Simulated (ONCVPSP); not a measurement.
**germanium, ONCV: configuration errors across variants**

ONCVPSP 4.0.1 input, shortened (lines: element, Z, core and valence counts, functional; n l f; lmax; l rc ep ncon nbas qcut; lloc lpopt rc5 dvloc0; l nproj debl; icmod fcfact rcfact), PBE, scalar-relativistic:

```
  Ge 32.00    5    3        4      upf
    1    0    2.00
    2    0    2.00
    2    1    6.00
    3    0    2.00
    3    1    6.00
    3    2   10.00
    4    0    1.50
    4    1    2.50
    2
    0    1.80    0.00    4    7    4.20
    1    2.30    0.00    4    7    3.00
    2    0.85    0.00    5   10   22.60
    4    1    0.60   -1.00
    0    1    1.50
    1    2    3.70
    2    2    2.90
    3    4.50    1.30
```

All-electron excitation energies from the reference (eV): (1) 3d10 4s2 4p2 -3.953; (2) 3d10 4s2 4p1 3.491; (3) 3d10 4s2 4p0 18.931; (4) 3d9 4s2 4p2 34.733.

3 further variants failed, have other tests or too few solved ones, and are left out.

A true bound ghost makes a file unfit for plane-wave use even where its test errors are small: the radial tests pick states by their node count and pass the ghost by.

Errors AE − PS in meV (a dash: test not solved or not reliable):

| change | (1) | (2) | (3) | (4) | bound ghosts | GHOST(+) flags above zero |
| --- | --- | --- | --- | --- | --- | --- |
| base | +1.7 | +0.9 | -3.3 | -386 | s | p |
| s: qcut 2.8; p: qcut 2; d: qcut 14.8 | +1.2 | -0.5 | -4.1 | -257 | s | p |
| s: qcut 3.4; p: qcut 2.4; d: qcut 18.1 | +1.6 | +0.3 | -3.8 | -324 | s | p |
| s: qcut 3.6; p: qcut 2.6; d: qcut 19.5 | +1.7 | +0.6 | -3.8 | -343 | s | p |
| s: qcut 4.7; p: qcut 3.4; d: qcut 25.5 | +1.6 | +0.9 | -2.6 | – | s | p |

**Question.** Give the same row for: s: qcut 4.3; d: qcut 22.9.

**Answer.** +1.8, +1.0, -3.2, -395; bound ghosts: s; GHOST(+) flags above zero: p.
